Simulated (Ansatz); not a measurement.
Gas-phase reaction (SMILES): O[Si](O)(Cl)Cl + H+ → O[Si]([OH2+])(Cl)Cl; protonation at O, whose ΔH is minus the proton affinity.

Each molecule is optimised on its own at B3LYP-D3(BJ)/def2-TZVP (Ansatz, a first-principles code), one conformer each, not searched for the lowest. Correlated levels leave the core frozen unless marked. Spin-orbit coupling is left out. Non-relativistic. CBS marks a two-point X^-3 extrapolation of the correlation energy; Hartree-Fock from the larger set. The bracket is a focal-point correction in the basis named. Thermal terms are rigid-rotor harmonic-oscillator values from B3LYP-D3(BJ) frequencies (Ansatz) at 298.15 K and 1 atm. 1 Eh = 627.5095 kcal/mol. The proton has no electrons: its energy is zero and its thermal terms are those of translation.

```json
[
 {"species": "O[Si](O)(Cl)Cl", "E, RI-MP2/CBS(cc-pV(T+d)Z,cc-pV(Q+d)Z)+[CCSD(T)-MP2]/cc-pV(T+d)Z (Ansatz) (Eh)": "-1360.39487", "E, r2SCAN-D4/def2-TZVPD (Ansatz + dftd4) (Eh)": "-1361.72117", "H - E (Eh)": "0.03995", "G - E (Eh)": "0.00022"},
 {"species": "H+", "E, RI-MP2/CBS(cc-pV(T+d)Z,cc-pV(Q+d)Z)+[CCSD(T)-MP2]/cc-pV(T+d)Z (Ansatz) (Eh)": "0.00000", "E, r2SCAN-D4/def2-TZVPD (Ansatz + dftd4) (Eh)": "0.00000", "H - E (Eh)": "0.00236", "G - E (Eh)": "-0.01000"},
 {"species": "O[Si]([OH2+])(Cl)Cl", "E, RI-MP2/CBS(cc-pV(T+d)Z,cc-pV(Q+d)Z)+[CCSD(T)-MP2]/cc-pV(T+d)Z (Ansatz) (Eh)": "-1360.68085", "E, r2SCAN-D4/def2-TZVPD (Ansatz + dftd4) (Eh)": "-1362.00723", "H - E (Eh)": "0.05202", "G - E (Eh)": "0.01083"}
]
```

Problem. Work out ΔE and ΔH, ΔG, ΔS and the equilibrium constant at 298.15 K at the first level, then ΔH at the second.

Solution. 
1. ΔE = [(-1360.68085)] - [(-1360.39487) + (0.00000)] = -0.28598 Eh = -179.5 kcal/mol at RI-MP2/CBS(cc-pV(T+d)Z,cc-pV(Q+d)Z)+[CCSD(T)-MP2]/cc-pV(T+d)Z.
2. The terms H - E add up to 0.00971 Eh, so ΔH = (-0.28598 + (0.00971))×627.5095 = -173.4 kcal/mol.
3. The terms G - E add up to 0.02061 Eh, so ΔG = -166.5 kcal/mol, and ΔS = (0.00971 - (0.02061))×627509.5/298.15 = -22.9 cal/(mol K).
4. log10 K = -ΔG/(RT ln 10) = 122.0, with RT ln 10 = 1.3642 kcal/mol.
5. At r2SCAN-D4/def2-TZVPD the same steps give ΔE = -179.5 and ΔH = -173.4 kcal/mol, a shift of +0.0 from the first level.
6. These values are not checked against measurement here, since the tables used lack a sound gas-phase enthalpy of formation for at least one species, or one in the same ion convention.
